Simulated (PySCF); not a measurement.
# What a mistake does to a calculation on BFH4NSi cation

All numbers below are calculated, not measured. The program is PySCF 2.14.0, an open-source quantum chemistry code, run on an isolated molecule that a program drew, which may never have been made. The molecule is BFH4NSi cation (charge +1, singlet), drawn as the SMILES string `N[B+][SiH2]F`.

Each row is a Hartree-Fock (HF) and frozen-core CCSD(T) single point in the cc-pV(D+d)Z basis, meant for a local HF minimum. Run 1 is clean. Each other run has one planted mistake out of seven kinds, and not every kind appears here: one electron removed, one electron added, multiplicity raised by two, geometry at a saddle point, minimal basis STO-3G, one bond length entered in bohr, all coordinates scaled. The reference is restricted for singlets and unrestricted otherwise, and also for a bond in bohr. Adding or removing an electron swaps singlet and doublet. Electrons count all cores. HOMO and LUMO are orbital energies over both spins, the gradient is its largest component, and the lowest frequency (negative if imaginary) is given only where the gradient is small. Bond lengths are over the 7 bonds as drawn. T1 is the CCSD diagnostic: over 0.02 (restricted) or 0.045 (unrestricted) a single reference is doubtful.

Geometry of the clean run:
```xyz
8
BFH4NSi cation, angstrom
N    -2.8780    1.0897    2.1286
B    -2.0166    1.2310    1.1383
Si   -0.6543    1.4498   -0.4186
F     0.5620    0.5415    0.0641
H    -2.9021    1.7044    2.9307
H    -3.5613    0.3457    2.1632
H    -1.3148    0.9046   -1.6013
H    -0.3089    2.8685   -0.4425
```

| run | electrons | basis functions | <S^2> | HOMO (eV) | LUMO (eV) | gradient (hartree/bohr) | lowest frequency (cm^-1) | mean bond (Å) | longest bond (Å) | T1 | HF (hartree) | CCSD(T) (hartree) | mistake |
|---|---|---|---|---|---|---|---|---|---|---|---|---|---|
| 1 | 38 | 85 | 0.000 | -18.65 | -4.45 | 1.7e-05 | 65 | 1.4193 | 2.080 | 0.0145 | -469.65811 | -470.21460 | no fault |
| 2 | 39 | 85 | 0.770 | -6.52 | 2.84 | 6.2e-02 | - | 1.4193 | 2.080 | 0.0145 | -469.85820 | -470.42664 | one electron added |
| 3 | 38 | 85 | 0.000 | -18.94 | -4.35 | 7.1e-02 | - | 1.3370 | 1.960 | 0.0128 | -469.62538 | -470.17243 | all coordinates scaled |
| 4 | 37 | 85 | 0.782 | -24.02 | -16.38 | 1.3e-01 | - | 1.4193 | 2.080 | 0.0469 | -469.01449 | -469.56460 | ? |
| 5 | 38 | 85 | 0.593 | -18.56 | -6.68 | 3.3e-02 | - | 1.5478 | 2.080 | 0.0635 | -469.49995 | -470.06696 | ? |

**Which mistake was planted in run 4, and what did it cost?**

It counts 37 electrons, one fewer than the clean run, at the same geometry and basis. So the mistake is: one electron removed. Subtracting run 1 and multiplying by 627.51 kcal/mol a hartree, the energy moved by 403.9 kcal/mol in HF and 407.9 kcal/mol in CCSD(T).

**Which mistake was planted in run 5, and what did it cost?**

The mean bond changes by a factor of 1.091 and the longest by 1.000, so the molecule wasn't scaled as a whole. A length L in bohr read as angstrom grows by (1/0.5292 - 1) L = 0.890 L. The 7 bonds together grew by 7 x 0.1285 = 0.900 Å, which gives L = 1.011 Å. That is the length of one of the H-N bonds, 1.011 Å in the clean geometry. So the mistake is: one bond length entered in bohr. Subtracting run 1 and multiplying by 627.51 kcal/mol a hartree, the energy moved by 99.2 kcal/mol in HF and 92.6 kcal/mol in CCSD(T).

Cautions from the logs. Run 4: T1 is over the limit, so its CCSD(T) energy is less reliable; run 5: T1 is over the limit, so its CCSD(T) energy is less reliable.
